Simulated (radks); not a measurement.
Coulomb parameter of the 5d shell of the iridium ion Ir+ in the model configuration [Xe] 4f14 5d5.5 6s1 6p1.5, as a second difference U = [E(n + 1) + E(n - 1) - 2 E(n)] / (1)^2 with all orbitals relaxed. "Bare": the charge of the atom changes with n. "Screened": the 6p shell takes up the change at fixed total charge, which measures U(5d,5d) + U(6p,6p) - 2 U(5d,6p). Method: scalar-relativistic Kohn-Sham, PBEsol, spin-unpolarised, spherical densities, finite nucleus; Fermi nuclear charge, rms radius 5.4032 fm; computed with a radial shooting solver on a logarithmic mesh with Libxc functionals.

| case | configuration | E - E(n) (eV) |
|---|---|---|
| start | [Xe] 4f14 5d5.5 6s1 6p1.5 | 0.000 |
| bare +1 | [Xe] 4f14 5d6.5 6s1 6p1.5 | -15.601 |
| bare -1 | [Xe] 4f14 5d4.5 6s1 6p1.5 | 26.691 |
| screened +1 | [Xe] 4f14 5d6.5 6s1 6p0.5 | -10.403 |
| screened -1 | [Xe] 4f14 5d4.5 6s1 6p2.5 | 12.738 |

U(bare) = 11.090 eV, U(screened by 6p) = 2.334 eV, against the Slater integral F0(5d,5d) = 15.637 eV with frozen orbitals.
